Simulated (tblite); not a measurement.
C₆H₁₀F₃P.
Atom-mapped SMILES: `[CH3:1][CH2:2][C@@H:3]([CH3:4])/[P:5]=[CH:6]\[C:7]([F:8])([F:9])[F:10]` (hydrogens: H11, H12, H13 on C1; H14, H15 on C2; H16 on C3; H17, H18, H19 on C4; H20 on C6)

Geometry (GFN2-xTB, Å), atoms numbered from 1 in this order:
```
atom  x, y, z in Å
C1    -2.013    1.100    0.731
C2    -1.019    0.870   -0.401
C3    -0.311   -0.489   -0.293
C4    -1.259   -1.661   -0.548
P5     1.037   -0.546   -1.599
C6     2.437   -0.103   -0.795
C7     2.625    0.228    0.637
F8     2.357   -0.804    1.471
F9     1.847    1.243    1.071
F10    3.889    0.593    0.902
H11   -1.517    1.000    1.694
H12   -2.426    2.104    0.663
H13   -2.835    0.391    0.686
H14   -1.536    0.931   -1.363
H15   -0.271    1.666   -0.373
H16    0.118   -0.592    0.706
H17   -0.717   -2.605   -0.516
H18   -2.036   -1.695    0.211
H19   -1.730   -1.568   -1.525
H20    3.355   -0.054   -1.362
```

All values are computed: GFN2-xTB (tblite) harmonic vibrations without scaling, gas phase. This tight-binding method is rough: wavenumbers can miss measured ones by several per cent, in bad cases by 10 to 20. One conformer, not necessarily the lowest.

Harmonic wavenumbers (cm⁻¹): 38.9, 53.5, 68.3, 107.6, 123.1, 187.8, 200.7, 225.3, 247.5, 278.1, 352.3, 372.5, 396.5, 433.1, 482.1, 514.8, 597.6, 682.5, 710.4, 788.2, 813.2, 883.1, 977.1, 993.9, 1014.9, 1018.5, 1049.6, 1072.2, 1081.8, 1131.7, 1151.7, 1173.5, 1216.2, 1262.4, 1298.4, 1334.3, 1339.4, 1410.1, 1414.2, 1479.5, 1489.8, 1494.5, 1498.9, 1509.4, 2955.5, 2966.0, 2970.5, 3017.2, 3023.3, 3038.5, 3040.3, 3044.2, 3048.5, 3081.9.

A = 1655, B = 731.7, C = 623.9 MHz; mass 170.047 u (most abundant isotopes); point group C1, symmetry number 1.

Problem. What is the zero-point energy?

Solution. Half the sum of the wavenumbers: 33078 cm⁻¹ = 94.57 kcal/mol.

Problem. Entropy at 400 K, 1 bar (ideal gas, RRHO, classical rotation)?

Solution. Translation 42.79, rotation 31.31, vibration 50.28: S = 124.4 cal/(mol K).

Problem. And Cp and H(400 K) − H(0)?

Solution. Cp = 54.57 cal/(mol K), of which vibrations give 46.62 (their classical limit is 54 R = 107.3); H(400 K) − H(0) = 13.20 kcal/mol without the zero-point energy, 10.02 from vibrations.

Problem. What must be added to the electronic energy to get the Gibbs energy at 400 K and 1 bar?

Solution. ZPE + [H(400 K) − H(0)] − T·S = 94.57 + 13.20 − 49.75 = 58.02 kcal/mol.

Problem. How do the functions run with temperature in this model?

Solution. 
| T (K) | S (cal/(mol K)) | Cp (cal/(mol K)) | H − H(0) (kcal/mol) | G − H(0) (kcal/mol) | ln q(vib) |
| --- | --- | --- | --- | --- | --- |
| 150 | 85.5 | 28.4 | 2.77 | -10.06 | 4.38 |
| 250 | 102.6 | 39.1 | 6.15 | -19.49 | 7.82 |
| 298.15 | 109.9 | 44.2 | 8.16 | -24.61 | 9.42 |
| 600 | 149.7 | 70.4 | 25.80 | -64.02 | 18.78 |
| 900 | 181.3 | 85.2 | 49.33 | -113.84 | 27.12 |

q(vib) and H(0) count from the zero-point level.

Hindered rotation and anharmonicity are outside this model. Other conformers, if any are populated, would add a mixing term that is left out. The structure is chiral; the term R ln 2 for an equal mix with its mirror image is left out.
